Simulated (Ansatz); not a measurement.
`C[Si](N)(S)Cl` and `C[Si](S)(Cl)C=O` differ in one atom or group.

Ansatz, PBE0-D4/def2-TZVP geometries, multiplicity 1. Each molecule was computed in one conformer, which needn't be the lowest.

```
                                          property  `C[Si](N)(S)Cl`
                 HOMO energy (PBE/def2-TZVPP) / eV            -6.26
  size of the dipole moment (B3LYP/def2-TZVPP) / D             2.84
                 LUMO energy (PBE/def2-TZVPP) / eV            -0.36
             HOMO energy (ωB97M-V/def2-TZVPP) / eV            -9.74
size of the dipole moment (ωB97M-V/def2-TZVPP) / D             2.84
               HOMO energy (B3LYP/def2-TZVPP) / eV            -7.26
```

(1) What does the change do to each property? (Best estimate.)

Answers

(1) Computed: 
```csv
property,`C[Si](S)(Cl)C=O`,shift
HOMO energy (PBE/def2-TZVPP) / eV,-5.64,0.62
size of the dipole moment (B3LYP/def2-TZVPP) / D,1.21,-1.63
LUMO energy (PBE/def2-TZVPP) / eV,-2.95,-2.59
HOMO energy (ωB97M-V/def2-TZVPP) / eV,-9.33,0.41
size of the dipole moment (ωB97M-V/def2-TZVPP) / D,1.19,-1.65
HOMO energy (B3LYP/def2-TZVPP) / eV,-6.88,0.38
```

With PBE0 the HOMO rises by 0.44 eV and the LUMO falls by 2.39 eV, so the gap narrows by about 2.83 eV. PBE moves the HOMO by 0.62 eV and ωB97M-V by 0.41 eV. Dipoles are sizes alone; their direction can turn.

B3LYP here is the variant with VWN-RPA as its local correlation; programs differ in this.
